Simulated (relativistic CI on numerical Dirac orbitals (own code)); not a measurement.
## Hyperfine structure of Ta³⁵⁺, mass number 181

Calculated at this level of theory: Dirac-Coulomb-Breit CI, KLI orbitals optimised for each configuration, a model potential for QED, unscaled Slater integrals (own radial code, finite nucleus).

CI space (outside the closed core [Ar] 3d10): 4s2 4p6 4d2, 4s2 4p6 4d 4f, 4s2 4p5 4d3, 4s 4p6 4d3, 4s2 4p5 4d2 4f, 4s 4p6 4d2 4f, 4s2 4p6 4d 5s, 4s2 4p6 4f 5s, 4s2 4p6 4d 5p, 4s2 4p6 4f2, 4s2 4p5 4f3, 4s 4p6 4f3, 4s2 4p6 4f 5p, 4s2 4p5 4f2 5p, 4s 4p6 4f2 5p. Double excitations out of closed p, d and f shells are left out; levels of such configurations are missing from the list, as are those of other unlisted configurations, and high levels can miss mixing partners.

Nuclear spin I = 7/2, μ = 2.365 μN, Q = 3.17 b (tables of Stone and Pyykkö). The electronic factors are computed for point nuclear moments, without core polarisation or the Bohr-Weisskopf and QED corrections.

```
           Level   E (eV)  A (MHz)  B (MHz)
4s2 4p6 4d2 3F_2   0.0000    17230     6130
4s2 4p6 4d2 3F_3  16.0102     9822    22900
4s2 4p6 4d2 1G_4  21.1336    10320   102000
4s2 4p6 4d2 3P_1  21.2252   -699.1    24200
4s2 4p6 4d2 3F_4  35.4207     7186    72700
```

Levels with J = 0, under 50 % of one LS term, or S terms without an open s electron are left out. Small factors come from cancelling terms and can be off by tens of per cent or more.

At this charge energies of transitions that change n are usually good to better than 1 %, and those within a shell (Δn = 0) to a few per cent. Terms inside the open d or f shell come out 10 to 20 % too wide with unscaled integrals.

**Question.** Give the hyperfine levels of 4s2 4p6 4d2 3F_2 relative to its centre of gravity.

**Answer.** With K = F(F + 1) − I(I + 1) − J(J + 1), E = AK/2 + B[¾K(K + 1) − I(I + 1)J(J + 1)]/[2I(2I − 1)J(2J − 1)]: F = 3/2: -151800, F = 5/2: -111500, F = 7/2: -53460, F = 9/2: 23770, F = 11/2: 122200 MHz.

LS names give the leading component of a level, which can be under half, so a name can repeat, a term be missing and a line seem to break the LS rules.
